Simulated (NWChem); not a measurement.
System: CH5NOSi2; SMILES O1[SiH2]N=C1[SiH3]

```xyz
10

Si     0.0191     2.1293    -0.0012
C      0.1131     0.2245     0.0455
N      1.0652    -0.5179     0.4988
Si     0.0102    -1.8567    -0.0010
O     -0.9603    -0.4837    -0.4638
H     -1.1769     2.5605     0.7787
H      1.2660     2.6843     0.5900
H     -0.1327     2.5582    -1.4216
H      0.4390    -2.6892    -1.1548
H     -0.6143    -2.6866     1.0617
```
Atoms are numbered in this order, from 1.

All runs: NWChem. Structure relaxed at the PBE0/def2-SVP level. Level: PBE0/def2-SVP with SMD (1 M gas to 1 M solution), gas-phase geometry. Reactions with the solvent are ignored.

For solvent water:

```
Item                                         Result
-------------------------------------------  ------
cavity-dispersion-structure term (kcal/mol)     3.3
```

Question: What are these values for solvent toluene?

Answer: cavity-dispersion-structure term (kcal/mol): 0.2
